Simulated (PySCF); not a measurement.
ethoxycyclopropane (C5H10O), SMILES C1CC1OCC. Geometry optimised at PBE-D3(BJ)/def2-SVP. One conformer was computed; it need not be the lowest.

Computed equilibrium geometry at PBE-D3(BJ)/def2-SVP (PySCF confirms it by a frequency run) as bond lengths and angles (one conformer of several):
Atoms: C1 C2 O3 C4 C5 C6 H7 H8 H9 H10 H11 H12 H13 H14 H15 H16. Bond lengths (Å): C1–C2 1.518, C1–H7 1.108, C1–H8 1.108, C1–H9 1.108, C2–O3 1.421, C2–H10 1.118, C2–H11 1.119, O3–C4 1.393, C4–C5 1.497, C4–C6 1.515, C4–H12 1.110, C5–C6 1.518, C5–H13 1.101, C5–H14 1.101, C6–H15 1.101, C6–H16 1.101. Bond angles (°): C2–C1–H7 110.7, C2–C1–H8 110.6, C2–C1–H9 110.6, H7–C1–H8 108.5, H7–C1–H9 108.5, H8–C1–H9 108.0, C1–C2–O3 108.7, C1–C2–H10 110.8, C1–C2–H11 110.6, O3–C2–H10 110.2, O3–C2–H11 110.1, H10–C2–H11 106.4, C2–O3–C4 113.1, O3–C4–C5 116.4, O3–C4–C6 119.2, O3–C4–H12 114.6, C5–C4–C6 60.5, C5–C4–H12 118.3, C6–C4–H12 117.4, C4–C5–C6 60.3, C4–C5–H13 118.7, C4–C5–H14 115.7, C6–C5–H13 119.2, C6–C5–H14 117.1, H13–C5–H14 115.0, C4–C6–C5 59.2, C4–C6–H15 116.5, C4–C6–H16 119.1, C5–C6–H15 116.9, C5–C6–H16 119.1, H15–C6–H16 114.9.
